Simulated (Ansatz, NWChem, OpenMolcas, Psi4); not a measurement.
# Errors in the atomisation enthalpy at 298 K

6 molecules; the atomisation enthalpy at 298 K in kJ/mol, computed less measured. Shapes, held fixed at every level: PBE0-D4/def2-TZVP; IF at the measured bond length. Flexible molecules stand in one conformer, not always the lowest. Thermal terms are harmonic and unscaled (B2PLYP/cc-pVTZ, PBE0-D4/def2-TZVP, wB97M-V/def2-TZVPD); the spin-orbit lowering of the free atoms is taken from their spectra. Programs: Ansatz 0.2.0, NWChem 7.3.0, OpenMolcas 26.06, Psi4 1.11. A level may come from different programs for different species; with the same settings they agree closely. Measured values: Active Thermochemical Tables, CRC Handbook of Chemistry and Physics, NIST-JANAF tables.

Levels: A = SVWN5/def2-TZVP; B = B3LYP/def2-TZVP; C = PBE0/def2-TZVP; D = CAM-B3LYP/STO-3G.

```json
{"molecule": "IBr (SMILES BrI)", "from tabulated heats": "178", "A": "+69", "B": "-26", "C": "-11", "D": "+19"}
{"molecule": "IF (SMILES FI)", "from tabulated heats": "281", "A": "+92", "B": "-32", "C": "-37", "D": "-90"}
{"molecule": "S2O (Disulfur monoxide)", "from tabulated heats": "860", "A": "+276", "B": "-39", "C": "-21", "D": "-367"}
{"molecule": "CHNS (isothiocyanic acid)", "from tabulated heats": "1557", "A": "+337", "B": "+6", "C": "+20", "D": "-14"}
{"molecule": "HNO2 (nitrous acid)", "from tabulated heats": "1268", "A": "+397", "B": "-3", "C": "-7", "D": "-150"}
{"molecule": "C2H4 (SMILES C=C)", "from tabulated heats": "2253", "A": "+281", "B": "-8", "C": "-5", "D": "+416"}
```

(1) Which level does best on this set, which worst, and which err to one side?

Results:

(1) 
```json
{"level": "SVWN5/def2-TZVP", "kind": "LDA", "mean error": "+242.0", "mean absolute error": "242.0", "worst case": "HNO2"}
{"level": "B3LYP/def2-TZVP", "kind": "global hybrid", "mean error": "-17.0", "mean absolute error": "19.0", "worst case": "S2O"}
{"level": "PBE0/def2-TZVP", "kind": "global hybrid", "mean error": "-10.2", "mean absolute error": "16.8", "worst case": "IF"}
{"level": "CAM-B3LYP/STO-3G", "kind": "range-separated hybrid", "mean error": "-31.0", "mean absolute error": "176.0", "worst case": "C2H4"}
```

On this set PBE0/def2-TZVP has the smallest mean absolute error and SVWN5/def2-TZVP the largest. SVWN5/def2-TZVP is too high in 6 of 6; B3LYP/def2-TZVP is too low in 5 of 6; PBE0/def2-TZVP is too low in 5 of 6; CAM-B3LYP/STO-3G is too low in 4 of 6. The heats of IF come from older tables and can be uncertain by 10 kJ/mol or more. The molecules' own spin-orbit binding is left out, so errors for heavy halides read too negative. The smallest two are near a tie. Rows in very small basis sets show the basis more than the method. For atoms past krypton def2 sets carry core potentials with scalar relativity. All-electron rows are non-relativistic unless named. Relativity is left out for Br. The set is small.
